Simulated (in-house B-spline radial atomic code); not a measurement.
# Ionising the palladium ion Pd⁴⁺ with different functionals

Computed with an all-electron radial atomic-structure program (B-spline basis): scalar-relativistic (spin-free X2C) Hamiltonian, Fermi nucleus of rms radius 4.5318 fm, spin-polarised at highest spin, spherical fractional occupations for the functionals, the average over the highest-spin determinants for Hartree-Fock. The ionisation energy is the difference of two self-consistent energies, [Kr] 4d6 → [Kr] 4d5, without Breit or QED terms; ε is the level of the shell that loses the electron (its least bound occupied spin orbital). There is no spin-orbit coupling in this Hamiltonian.

Hybrids are left out here: with spherical fractional occupations of an open shell their exact exchange keeps a self-interaction that integer-occupation calculations don't have.

```csv
method,rung,ΔSCF (eV),-ε(4d) (eV)
Hartree-Fock,Hartree-Fock,61.05,62.28
LDA VWN5,LDA,63.50,55.60
LDA PW92,LDA,63.50,55.60
LDA exchange-only,LDA,61.27,53.49
PBE,GGA,63.04,55.18
PBEsol,GGA,63.04,55.18
BLYP,GGA,63.05,55.14
RPBE,GGA,62.97,55.10
PW91,GGA,63.16,55.29
BP86,GGA,63.19,55.31
AM05,GGA,63.14,55.26
OLYP,GGA,63.25,55.31
TPSS,meta-GGA,62.82,54.96
SCAN,meta-GGA,62.17,54.56
r2SCAN,meta-GGA,62.17,54.56
revTPSS,meta-GGA,62.71,54.87
```

Problem. How do they compare with the NIST value?

Solution. NIST lists 61 eV ± 1.9 (tabulated theory, ground level to ground level). Errors run from +0.05 to +2.50 eV; all lie within about twice that uncertainty, so the table can't rank the methods. Hartree-Fock also lacks correlation.
